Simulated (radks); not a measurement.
Values are calculated unless marked as measured or tabulated.
Initial-state core-level shifts of the sulfur ion S2+ when its valence configuration changes from [Ne] 3s2 3p2. Code: a radial shooting solver on a logarithmic mesh with Libxc functionals. Model: Dirac Kohn-Sham, PBE, spin-unpolarised, spherical densities, point nucleus; open shells are shared between the two j in proportion to 2j + 1. Shifts are changes of the shell-averaged eigenvalues in eV (positive: less bound).

valence          1s      2s      2p
3s1 3p3      -1.293  -1.291  -1.271
3s1.5 3p2.5  -0.653  -0.651  -0.641
3p4          -2.536  -2.540  -2.500
